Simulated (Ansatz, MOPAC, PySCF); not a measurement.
Species: TlCl, net charge 0, singlet state. SMILES: [Cl][Tl]
Geometry from a B3LYP-D3(BJ)/def2-TZVP (Ansatz, a program for electronic structure) optimisation:
```xyz
2

Tl     0.0000     0.0000    -0.4393
Cl     0.0000     0.0000     2.0929
```

Wanted: vertical ionisation energy to the doublet, in eV. Terms: def2 sets with scalar-relativistic core potentials past Kr; open shells spin-unrestricted; each state is the SCF solution reached for its charge and spin; no spin-orbit coupling; 6-31G* and kin with 6d, 5d where marked; frozen cores in correlated levels (noble-gas shells and the d and f shells of earlier blocks); LANL2DZ with its own core potentials from Na on; PM7 with its own dispersion and hydrogen-bond terms. First-principles rows: single points at B3LYP-D3(BJ) geometries (Ansatz). Semi-empirical rows: differences of heats of formation at the shared geometry for vertical values.

| level | program | vertical ionisation energy to the doublet (eV) |
|---|---|---|
| AM1 | MOPAC | 10.09 |
| PM3 | MOPAC | 10.10 |
| PM7 | MOPAC | 10.03 |
| MNDO | MOPAC | 11.19 |
| HF/6-31G* with LANL2DZ past Ar | Ansatz | 8.57 |
| PBE/6-31G* with LANL2DZ past Ar | Ansatz | 9.31 |
| B3LYP/6-31G* with LANL2DZ past Ar | Ansatz | 9.41 |
| M06-2X/6-31G* with LANL2DZ past Ar (5d) | PySCF | 9.42 |
| MP2/6-31G* with LANL2DZ past Ar | Ansatz | 9.15 |
| B3LYP/def2-TZVPD | Ansatz | 9.80 |
| PBE0/def2-TZVPD | Ansatz | 9.73 |
| M06-2X/def2-TZVPD | PySCF | 10.18 |

No value to compare with is used here. The 9 habitual levels span 8.57 (HF/6-31G* with LANL2DZ past Ar) to 11.19 eV (MNDO); M06-2X/def2-TZVPD gives 10.18.

The levels are drawn from those run, B3LYP/6-31G* more often than the rest, none by its result; runs whose electronic state is in doubt are left out.
